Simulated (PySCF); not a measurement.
Isomers of C4H6N2OS, one GFN2-xTB conformer each. Single-point energies are computed at PBE0/pcSseg-1 (PySCF, gas phase, no added dispersion term), electronic only.

```json
{"SMILES": "COCc1cnsn1", "GFN2-xTB relative energy (kJ/mol)": "34.3"}
{"SMILES": "CSc1nnc(C)o1", "GFN2-xTB relative energy (kJ/mol)": "0.0"}
{"SMILES": "COCc1ncsn1", "GFN2-xTB relative energy (kJ/mol)": "17.3"}
```

Conformers: `[CH3:1][O:2][CH2:3][c:4]1[cH:5][n:6][s:7][n:8]1` with C1–O2–C3–C4 180°, O2–C3–C4–C5 0°; `[CH3:1][S:2][c:3]1[n:4][n:5][c:6]([CH3:7])[o:8]1` with C1–S2–C3–N4 0°; `[CH3:1][O:2][CH2:3][c:4]1[n:5][cH:6][s:7][n:8]1` with C1–O2–C3–C4 75°, O2–C3–C4–N5 110°.

Task: What does PBE0/pcSseg-1 give for the same structures?

Result: 
| SMILES | PBE0/pcSseg-1 E (Eh) | PBE0/pcSseg-1 (kJ/mol) | GFN2-xTB (kJ/mol) | point group |
| --- | --- | --- | --- | --- |
| CSc1nnc(C)o1 | -738.34721 | 0.0 | 0.0 | Cs |
| COCc1ncsn1 | -738.33868 | 22.4 | 17.3 | C1 |
| COCc1cnsn1 | -738.33220 | 39.4 | 34.3 | Cs |

Both levels put the same isomer lowest; measured from each level's own lowest isomer, the values differ by up to 5.1 kJ/mol (COCc1cnsn1: 34.3 against 39.4). As drawn, the lowest has an N–N linkage, which the highest lacks.

Task: Which frontier levels, dipoles and rotational constants go with these structures?

Result: 
```tsv
SMILES	HOMO (eV, PBE0/pcSseg-1)	LUMO (eV)	dipole (D)	A, B, C (MHz)
CSc1nnc(C)o1	-6.73	-0.20	1.77	5548, 1057, 898.2
COCc1ncsn1	-7.45	-1.51	2.03	4128, 1169, 969.1
COCc1cnsn1	-7.65	-1.42	2.75	6659, 894.2, 796.3
```
